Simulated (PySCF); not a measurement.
A calculated (HSE06, PySCF 2.14, aug-cc-pVTZ-DK, scalar relativity by spin-free X2C-1e) atom or ion has these occupied shells.

```json
{"shell": "1s α", "electrons": "1", "orbital energy (eV)": "-2458.6", "rms radius, mean of both spins (bohr)": "0.112"}
{"shell": "1s β", "electrons": "1", "orbital energy (eV)": "-2458.2", "rms radius, mean of both spins (bohr)": "0.112"}
{"shell": "2s α", "electrons": "1", "orbital energy (eV)": "-246.11", "rms radius, mean of both spins (bohr)": "0.520"}
{"shell": "2s β", "electrons": "1", "orbital energy (eV)": "-245.70", "rms radius, mean of both spins (bohr)": "0.520"}
{"shell": "2p α", "electrons": "3", "orbital energy (eV)": "-188.71", "rms radius, mean of both spins (bohr)": "0.493"}
{"shell": "2p β", "electrons": "3", "orbital energy (eV)": "-188.08", "rms radius, mean of both spins (bohr)": "0.493"}
{"shell": "3s α", "electrons": "1", "orbital energy (eV)": "-42.180", "rms radius, mean of both spins (bohr)": "1.69"}
{"shell": "3s β", "electrons": "1", "orbital energy (eV)": "-38.833", "rms radius, mean of both spins (bohr)": "1.69"}
{"shell": "3p α", "electrons": "2", "orbital energy (eV)": "-30.146", "rms radius, mean of both spins (bohr)": "1.89"}
```

Task: Name the element and its charge.

Result: S²⁺ (sulfur, charge +2), in [Ne] 3s2 3p2, high-spin 3P determinant.
